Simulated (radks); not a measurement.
All-electron atom: Re II in [Ar] 3d(3/2: 4, 5/2: 6) 4s2 4p6 4d10 4f14 5s2 5p6 5d5 6s1.

Calculated with a radial shooting solver on a logarithmic mesh with Libxc functionals: Dirac Kohn-Sham, PBEsol, spin-unpolarised, spherical densities, finite nucleus; open shells fill j = l - 1/2 first; Fermi nuclear charge, rms radius 5.3698 fm.

Energy parts (hartree):
total: -16709.8220
kinetic: 18884.9596
electron-nucleus: -41780.1149
Hartree: 6513.1208
exchange-correlation: -327.7875

Orbitals (lengths in bohr, moments of r in powers of bohr; <r^-3> diverges for s and p1/2):
| orbital | occ. | eigenvalue (hartree) | <1/r> | <r^-3> | small-component weight |
|---|---|---|---|---|---|
| 1s1/2 | 2 | -2628.066 | 88.68 | - | 8.01e-02 |
| 2s1/2 | 2 | -455.5956 | 21.63 | - | 1.82e-02 |
| 2p1/2 | 2 | -436.0927 | 21.60 | - | 1.83e-02 |
| 2p3/2 | 4 | -383.2181 | 18.04 | 17100 | 1.65e-02 |
| 3s1/2 | 2 | -105.6693 | 7.938 | - | 6.01e-03 |
| 3p1/2 | 2 | -96.93488 | 7.856 | - | 5.96e-03 |
| 3p3/2 | 4 | -85.45402 | 6.934 | 3889 | 5.43e-03 |
| 3d3/2 | 4 | -70.73225 | 6.830 | 674.0 | 5.32e-03 |
| 3d5/2 | 6 | -68.23912 | 6.613 | 570.4 | 5.17e-03 |
| 4s1/2 | 2 | -22.24887 | 3.342 | - | 1.99e-03 |
| 4p1/2 | 2 | -18.60160 | 3.233 | - | 1.90e-03 |
| 4p3/2 | 4 | -15.91972 | 2.911 | 908.9 | 1.70e-03 |
| 4d3/2 | 4 | -9.92003 | 2.699 | 138.7 | 1.50e-03 |
| 4d5/2 | 6 | -9.42445 | 2.622 | 114.9 | 1.45e-03 |
| 5s1/2 | 2 | -3.39561 | 1.306 | - | 4.56e-04 |
| 5p1/2 | 2 | -2.29275 | 1.176 | - | 3.78e-04 |
| 5p3/2 | 4 | -1.88924 | 1.061 | 134.0 | 3.22e-04 |
| 4f5/2 | 6 | -1.87108 | 2.180 | 21.57 | 1.05e-03 |
| 4f7/2 | 8 | -1.77876 | 2.148 | 20.54 | 1.03e-03 |
| 5d3/2 | 4 | -0.48900 | 0.7208 | 9.825 | 1.52e-04 |
| 6s1/2 | 1 | -0.46378 | 0.4430 | - | 6.13e-05 |
| 5d5/2 | 1 | -0.45522 | 0.6929 | 7.810 | 1.41e-04 |

The highest occupied level is 5d5/2 at -12.387 eV. The electron density at the nucleus is 1.545e+06 e/bohr^3. The density falls to 0.001 e/bohr^3 at r = 4.22 bohr.
